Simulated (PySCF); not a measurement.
# Mayer bond orders and bond lengths

Compound: C7H6NO2 (charge -1).
SMILES with atom numbers: `[CH3:1][C:2]([CH3:3])([C:4]#[C:5][C:6]#[N:7])[C:8](=[O:9])[O-:10]` (hydrogens: H11, H12, H13 on C1; H14, H15, H16 on C3)

Geometry (GFN2-xTB, Å), atoms numbered from 1 in this order:
```xyz
16
C7H6NO2 angstrom
C     -0.9273    1.2546   -0.7059
C     -0.3898    0.0220    0.0179
C     -0.9400   -0.1022    1.4366
C      1.0206   -0.0204   -0.0052
C      2.2327   -0.1356   -0.0853
C      3.5772   -0.1904   -0.1297
N      4.7356   -0.2115   -0.1543
C     -0.8666   -1.3581   -0.8587
O     -1.0115   -2.3417   -0.1556
O     -0.9989   -1.1426   -2.0499
H     -2.0163    1.2453   -0.6850
H     -0.6075    1.2341   -1.7454
H     -0.5715    2.1750   -0.2365
H     -0.6377   -1.0566    1.8619
H     -2.0283   -0.0713    1.4097
H     -0.5782    0.7083    2.0740
```

Bond orders from the PBE0/pcSseg-1 density (PySCF). One conformer (not necessarily the lowest) at the GFN2-xTB geometry, without solvent, vibrations or thermal averaging. The pcSseg-1 basis has no diffuse functions, a weakness for an anion.

How far do the computed orders between heavy atoms stray from the drawn ones?

The largest departure is 0.921, at C4–C5 (drawn triple, 2.079). Drawn single, order above 1.12: C5–C6 (1.190) and C8–O10 (1.789). Drawn single, order below 0.88: C2–C8 (0.676). Drawn double or triple, more than 0.30 short of the drawn order: C4–C5 (2.079). The SMILES, with its formal charges, is one Lewis structure only.

Give the Mayer order of every bond, beside its length.

| bond | drawn as | length (Å) | Mayer order |
| --- | --- | --- | --- |
| C1–C2 | single | 1.527 | 1.004 |
| C2–C3 | single | 1.527 | 1.004 |
| C2–C4 | single | 1.411 | 1.013 |
| C4–C5 | triple | 1.220 | 2.079 |
| C5–C6 | single | 1.346 | 1.190 |
| C6–N7 | triple | 1.159 | 2.882 |
| C2–C8 | single | 1.703 | 0.676 |
| C8–O9 | double | 1.218 | 1.788 |
| C8–O10 | single | 1.218 | 1.789 |
| C1–H11 | single | 1.089 | 0.966 |
| C1–H12 | single | 1.088 | 0.954 |
| C1–H13 | single | 1.093 | 0.963 |
| C3–H14 | single | 1.088 | 0.954 |
| C3–H15 | single | 1.089 | 0.966 |
| C3–H16 | single | 1.093 | 0.963 |

By pair of heavy elements: C–C: lowest C2–C8 (0.676, 1.703 Å), highest C4–C5 (2.079, 1.220 Å). C–O: all 2 within 0.02 of one another (1.788 to 1.789).

Sum the orders of all bonds at each heavy atom with more than one neighbour and set the sums beside the valence in the SMILES.

C1 3.887 (drawn 4), C2 3.697 (drawn 4), C3 3.887 (drawn 4), C4 3.092 (drawn 4), C5 3.269 (drawn 4), C6 4.072 (drawn 4), C8 4.253 (drawn 4). Orders between atoms that aren't bonded are not in these sums.

Mayer orders depend on the basis set.
